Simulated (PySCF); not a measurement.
Species: `CO[C@@H]1CCC[P@H]1=S`. The columns A, B, C and D hold Mulliken, IAO, Hirshfeld and ESP-fitted charges (e) of one PBE0/pcSseg-1 density (PySCF), in a shuffled order. Coordinates in Å (GFN2-xTB); the density's dipole moment is (0.04, 2.38, -2.92) D.

```
atom       x       y       z       A       B       C       D
  C1  -2.484  -0.850  -0.616  -0.039  -0.230  -0.203  -0.038
  O2  -1.471   0.066  -0.947  -0.134  -0.340  -0.384  -0.489
  C3  -0.653   0.368   0.152  +0.009  +0.325  -0.111  -0.180
  C4   0.293   1.519  -0.187  -0.072  -0.184  -0.267  -0.141
  C5   1.537   0.928  -0.851  -0.068  +0.061  -0.261  -0.232
  C6   2.026  -0.194   0.058  -0.108  -0.258  -0.481  -0.421
  P7   0.482  -1.092   0.516  +0.299  +0.012  +0.887  +0.433
  S8   0.363  -1.990   2.222  -0.339  -0.363  -0.595  -0.389
  H9  -3.205  -0.402   0.078  +0.043  +0.124  +0.131  +0.105
 H10  -2.065  -1.752  -0.146  +0.033  +0.084  +0.125  +0.116
 H11  -2.984  -1.120  -1.544  +0.054  +0.158  +0.162  +0.127
 H12  -1.268   0.595   1.039  +0.037  +0.019  +0.135  +0.141
 H13   0.574   2.033   0.735  +0.048  +0.088  +0.144  +0.133
 H14  -0.215   2.223  -0.846  +0.049  +0.061  +0.159  +0.144
 H15   1.256   0.520  -1.824  +0.041  +0.028  +0.143  +0.137
 H16   2.307   1.686  -1.000  +0.048  +0.025  +0.149  +0.141
 H17   2.746  -0.861  -0.420  +0.052  +0.124  +0.162  +0.166
 H18   2.474   0.195   0.978  +0.048  +0.129  +0.160  +0.166
 H19   0.276  -1.860  -0.638   0.000  +0.137  -0.053  +0.083
```

Question: Which column most likely holds the ESP-fitted charges?

Answer: B. Σ q r misses the density's dipole by 0.09 D (B), 0.66 D (A), 0.71 D (C), 1.63 D (D). Charges fitted to the outside potential are the only set here that is tied to the molecule's multipoles.

Question: And the Hirshfeld charges?

Answer: A. The mean sizes are 0.080 e (A), 0.145 e (B), 0.199 e (D), 0.248 e (C), and Hirshfeld charges are commonly the smallest of these schemes.

As computed, A = Hirshfeld, B = ESP-fitted, C = IAO, D = Mulliken. Hydrogens on carbon: Hirshfeld +0.03 to +0.05, ESP-fitted +0.02 to +0.16, IAO +0.13 to +0.16, Mulliken +0.11 to +0.17 e.

The IAO scheme projects the occupied orbitals on a minimal set of polarised atomic orbitals and counts the electrons in each atom's part of it. The Hirshfeld scheme divides the density at each point in proportion to the densities of the neutral, spherically averaged free atoms.

Isolated species at its GFN2-xTB geometry (one conformer only).

These values come from a run that also computed NMR shieldings. Hardware: one thread, Arm Neoverse N1 (aarch64) (shared host). Cost: 67 s wall, 0.94 GiB resident at most.
